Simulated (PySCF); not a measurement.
## Stationary points of InHCl

Level of theory: PBE0/[In def2-TZVP with ECP28, H def2-TZVP, Cl def2-TZVP], scalar-relativistic core potentials, density fitting, no spin–orbit coupling, PySCF.

Relaxations began from a few typed shapes; open shells are unrestricted. The search is not exhaustive: other isomers or separated fragments can lie lower, and high-lying points may rest on an excited occupation.

```
   spin  group                        bonds          angles  imaginary modes (cm⁻¹)  ΔE (kJ/mol)  ΔE with ZPE (kJ/mol)
doublet     Cs  In–Cl 2.365 Å, In–H 1.773 Å  Cl–In–H 115.3°                    none          0.0                   0.0
doublet    C∞v  In–Cl 2.454 Å, In–H 1.977 Å  Cl–In–H 180.0°              495i, 495i         66.3                     –
```

The lowest minimum found is the doublet Cs: In–Cl 2.365 Å, In–H 1.773 Å; Cl–In–H 115.3°.

For the lowest minimum: spin–orbit coupling, left out here, can matter for elements this heavy.
